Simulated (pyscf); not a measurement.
## `[OH][Ti]([OH])([OH])[O][SiH3]`, singlet

Gas-phase minimum from PySCF at ωB97X-D3(BJ)/def2-SVP, one conformer. 

SMILES: [O]([SiH3])[Ti]([OH])([OH])[OH]
```xyz
12

O      1.3788    -2.2599    -0.3054
Ti    -0.2099    -1.4559    -0.2673
O     -0.1872    -0.1863     0.9804
O     -1.4790    -2.6484     0.1001
O     -0.5399    -0.6635    -1.8481
Si    -0.5315     0.8049    -2.6166
H      1.6245    -3.1879    -0.2399
H      0.5186     0.1448     1.5445
H     -2.1673    -2.6860     0.7710
H     -1.6181     1.6788    -2.0841
H     -0.7446     0.6105    -4.0791
H      0.7782     1.4932    -2.4101
```

Bonded distances (Å): O1–Ti2 1.781, O1–H7 0.962, Ti2–O3 1.780, Ti2–O4 1.780, Ti2–O5 1.799, O3–H8 0.962, O4–H9 0.962, O5–Si6 1.657, Si6–H10 1.493, Si6–H11 1.491, Si6–H12 1.494. Angles (°): Ti2–O1–H7 131.4, O1–Ti2–O3 109.0, O1–Ti2–O4 109.8, O1–Ti2–O5 110.1, O3–Ti2–O4 110.0, O3–Ti2–O5 107.7, O4–Ti2–O5 110.2, Ti2–O3–H8 131.7, Ti2–O4–H9 132.9, Ti2–O5–Si6 142.8, O5–Si6–H10 110.5, O5–Si6–H11 109.8, O5–Si6–H12 110.4, H10–Si6–H11 108.8 (the first ones only).

Properties at ωB97X-D3(BJ)/def2-SVP:

- Harmonic wavenumbers, unscaled: 18, 30, 40, 151, 162, 187, 196, 209, 245, 256, 300, 431, 443, 450, 565, 736, 746, 774, 813, 819, 971, 971, 993, 1041, 2242, 2250, 2264, 3947, 3949, 3956 cm⁻¹
- Zero-point energy: 43.1 kcal/mol
- Rotational symmetry number: 1
- Entropy of this conformer at 298 K and 1 atm, rigid rotor and harmonic oscillator, modes under 100 cm⁻¹ raised to 100: 422.2 J/(mol K)
- Dipole moment: 2.64 D

Single-point totals, which compare only within one level:

| level | total energy (hartree) |
|---|---|
| ωB97X-D3(BJ)/def2-TZVP | -1443.92184 |
| PBE/def2-TZVP | -1443.19678 |
| r²SCAN/def2-TZVP | -1443.68788 |
| B3LYP-D3(BJ)/def2-TZVP | -1443.93912 |
| PBE0-D3(BJ)/def2-TZVP | -1443.23028 |
| M06-2X/def2-TZVP | -1443.68481 |
| ωB97M-D3(BJ)/def2-TZVP | -1444.00351 |

The lowest mode is so soft that the shape along it may change with the basis. Soft torsions are taken as harmonic, which can shift the entropy by several J/(mol K).
